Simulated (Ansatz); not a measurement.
Wavefunction ladder for `SC[SiH]1CN1`

Cartesian coordinates in Å:
```
S -1.267 0.778 -2.225
C -1.450 0.658 -0.421
Si 0.260 0.540 0.305
C 0.864 -0.821 1.368
N 1.110 -0.894 -0.112
H -0.484 -0.306 -2.361
H -1.942 1.581 -0.106
H -2.091 -0.181 -0.147
H 0.957 1.845 0.345
H 1.732 -0.633 2.000
H 0.234 -1.621 1.750
H 2.077 -0.946 -0.396
```

Charge 0, multiplicity 1. The geometry is a stationary point of PBE0-D4/def2-TZVP. It is one conformer, not always the lowest. Frozen core, restricted reference, the Gaussian-basis code of Ansatz. CBS rows extrapolate triple and quadruple zeta; past MP2 they add the triple-zeta difference.

```tsv
basis	HF (Eh)	MP2 corr.	CCSD corr.	(T)	CCSD(T) total
def2-TZVPP	?	-0.85113	?	?	?
def2-QZVPP	-820.79143	-0.91235	–	–	–
CBS(def2)	-820.79514	?	-1.00910	as TZ	?
```

Q: Fill in the withheld values. (Best estimate.)

A: The calculation gave: def2-TZVPP HF (Eh): -820.76447; def2-TZVPP CCSD corr.: -0.90253; def2-TZVPP (T): -0.04029; def2-TZVPP CCSD(T) total: -821.70729; CBS(def2) MP2 corr.: -0.95770; CBS(def2) CCSD(T) total: -821.84453.
